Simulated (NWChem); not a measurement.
System: HgI2; SMILES [I][Hg][I]

The following NWChem deck was run.

```
start job
memory heap 200 mb stack 700 mb global 900 mb
geometry units angstroms noautoz
  Hg     0.000000     0.000000     0.000000
  I      0.000000     0.000000     2.607713
  I      0.000000     0.000000    -2.607713
end
basis spherical
  Hg library def2-tzvp
  I library def2-tzvp
end
ecp
  I library def2-ecp
  Hg library def2-ecp
end
dft
  xc hfexch
  iterations 150
  mulliken
end
task dft energy
```

Structure relaxed at the PBE0/def2-SVP level. def2 effective core potentials on I, Hg; no spin-orbit coupling.

Predict the main results of this run. (Hartree-Fock/def2-TZVP with def2 effective core potentials on I, Hg.) Quantities: basis functions; energy (Ha); highest occupied level (eV); orbital gap (eV).


```json
{
  "number_of_basis_functions": "143",
  "energy (Ha)": "-745.95",
  "highest occupied level (eV)": "-10.13",
  "orbital gap (eV)": "10.53"
}
```
